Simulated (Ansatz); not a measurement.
Relaxation of H₇NOSi₂Te (12 atoms, charge 0, multiplicity 1), to a largest force component of 0.02 eV/Å in at most 50 steps.

Level of theory: RKS B3LYP-D4/def2-SVP (Ansatz 0.2.0).

```xyz
12
Properties=species:S:1:pos:R:3:forces:R:3
N -1.825 -0.512 0.414 -2.56 4.08 -2.00
Si -0.135 -0.877 0.393 4.99 -4.20 -0.67
O 0.542 -0.403 1.872 -1.31 0.12 1.62
Si 0.955 0.220 -1.279 -1.71 0.05 0.35
Te 0.584 2.648 -0.975 0.33 1.16 1.06
H -1.941 0.587 0.496 -0.88 -1.52 1.00
H -2.218 -0.706 -0.540 0.19 -0.52 1.07
H -1.892 -1.319 1.067 -1.46 0.32 0.40
H 0.119 -0.941 2.607 1.11 0.86 -1.24
H 2.317 -0.115 -1.248 1.85 -0.47 -0.21
H 0.274 -0.198 -2.535 0.07 0.12 -0.22
H 1.333 2.547 0.629 -0.60 -0.01 -1.15
```

Where does it end, and by what steps?

The forces met the threshold. After 14 steps the energy has fallen by 2.714 eV; H8 moved furthest, 0.90 Å.

```csv
step,energy less start (eV),largest force component (eV/Å),accepted
0,0.0000,4.987,yes
1,-1.4112,3.113,yes
2,-2.2184,1.451,yes
3,-2.4864,1.025,yes
4,-2.5916,0.996,yes
5,-2.6432,0.434,yes
6,-2.6972,0.275,yes
7,-2.7054,0.169,yes
8,-2.7100,0.114,yes
9,-2.7125,0.070,yes
10,-2.7133,0.054,yes
11,-2.7138,0.036,yes
12,-2.7140,0.026,yes
13,-2.7140,0.024,no
14,-2.7141,0.007,yes
```

```xyz
12
Properties=species:S:1:pos:R:3
N -1.738 -0.401 0.272
Si 0.084 -1.377 0.519
O 0.515 -0.312 1.805
Si 0.967 0.043 -1.243
Te 0.329 2.471 -0.682
H -1.589 0.613 0.120
H -2.287 -0.761 -0.513
H -2.298 -0.513 1.121
H 0.645 -0.783 2.637
H 2.445 -0.039 -1.463
H 0.334 -0.166 -2.590
H 0.705 2.156 0.919
```

The run took 66 s on 2 threads of Arm Neoverse V2 (shared host), peak memory 0.34 GiB.
